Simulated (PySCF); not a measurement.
NMR data simulated for an unnamed compound:

1H NMR (300 MHz, computed): δ 5.38 (m, 1H), 3.88 (s, 3H).

13C{1H} NMR (computed): δ 128.4 (C), 111.4 (CH), 59.3 (CH3).

[PySCF 2.14: geometry: GFN2-xTB; PBE0/pcSseg-1 with gauge-including orbitals; a single conformation; non-relativistic; fast rotation and ring inversion assumed for equivalent nuclei; in vacuum]

Referencing at the same level of theory: 1H (σref 31.72), 13C (σref 186.93) against TMS.

Problem. Which of these does the molecule contain: a (CH3)2CH unit, a CF3 group, a CH3CH2 unit, a tert-butyl group, a methoxy group?

Solution. 
- A (CH3)2CH unit: no.
- A CF3 group: yes (δC 128.4).
- A CH3CH2 unit: no.
- A tert-butyl group: no.
- A methoxy group: yes (δC 59.3; δH 3.88 (s)).

The data belong to SMILES CO[C@@H](F)C(F)(F)F, C3H4F4O; they needn't prove each group on their own.

Carbon signals by region: 2 in the sp2 and nitrile region (100–160 ppm), 1 at 50–100 ppm.

Splittings by 19F in the carbon and heteronuclear signals aren't shown, as no couplings were computed. Shifts are as computed. Against solution values, carbons near 30 ppm lie about +3 ppm off and those near 130 ppm about +5 ppm. Of 1211 compounds with measured shifts, 218 miss one by over three times the rms of a fit or turn the order of signals round; such compounds aren't used in these exercises. No couplings were computed; multiplicities are counted from neighbouring protons, with m where these are inequivalent, close in shift, in a saturated or five-membered ring or joined by F or P, and br s for small geminal =CH2 splittings.
